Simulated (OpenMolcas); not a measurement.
An OpenMolcas run meant for Sr⁺ (ANO-R2, X2C; inactive shells 1s 2s 2p 3s 3p 3d 4s 4p; intended active space 1 electron in 4 orbitals (5s 5p)). One step of its input:

```
&CASPT2
Multistate=1 1
Frozen=8 6
IPEA=0.25
Imaginary=0.1
MaxIter=60
WThr=0.0 0.3 0.05
PrWF=0.5
NoMix
Shift=0.2
Sig2=0.3
```

Lines from the output:

```
|
   --------------------------------------------------------------------------------------
++ ---------   Input file   ---------
>>> COPY JOB001 $Project.JobIph
&CASPT2
Multistate=1 1
Frozen=8 6
IPEA=0.25
Imaginary=0.1
MaxIter=60
WThr=0.0 0.3 0.05
PrWF=0.5
NoMix
Shift=0.2
Sig2=0.3
-- ----------------------------------
>>> COPY JOB001 a.JobIph
*** symbolic link created: INPORB -> a.RasOrb
--- Start Module: caspt2 at  ---
()()()()()()()()()()()()()()()()()()()()()()()()()()()()()()()()()()()()()()()()()()()()()()()()()()
                                              &CASPT2
                                   only a single process is used
                       available to each process: 2.3 GB of memory, 1 thread
()()()()()()()()()()()()()()()()()()()()()()()()()()()()()()()()()()()()()()()()()()()()()()()()()()
 ###    ERROR: More than one intruder-state removal technique                ###
 ###    active: SHIFt/IMAGinary/SIG1/SIG2 are mutually exclusive!            ###
--- Stop Module: caspt2 at  /rc=_RC_INPUT_ERROR_ ---
.####################.
.# User input error #.
.####################.
```

Task: What is wrong with the input?

Result: More than one intruder-state remedy is switched on.
